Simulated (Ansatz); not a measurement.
`F[SiH](F)[GeH3]` at its PBE0-D4/def2-TZVP geometry, where that method's forces vanish. Charge 0, multiplicity 1.

```xyz
8

F    -0.5780    1.0128   -1.9360
Si   -0.9713    0.2074   -0.6198
F    -1.5868   -1.1837   -1.0905
Ge    0.9795   -0.1880    0.6802
H    -2.0520    0.9633    0.0543
H     1.5888    1.1537    1.1134
H     2.0132   -0.9745   -0.1369
H     0.6065   -0.9911    1.9352
```

Task: What forces (eV/Å) does r2SCAN-D4/def2-TZVPP give on these atoms in Ansatz 0.2.0? (Best estimate.)

Result: Computed: 
```
F1   0.016  0.020 -0.037
Si2  0.026  0.022  0.089
F3  -0.012 -0.042 -0.013
Ge4 -0.028  0.010 -0.009
H5   0.023 -0.013 -0.007
H6  -0.017 -0.073 -0.014
H7  -0.042  0.037  0.047
H8   0.034  0.038 -0.056
```
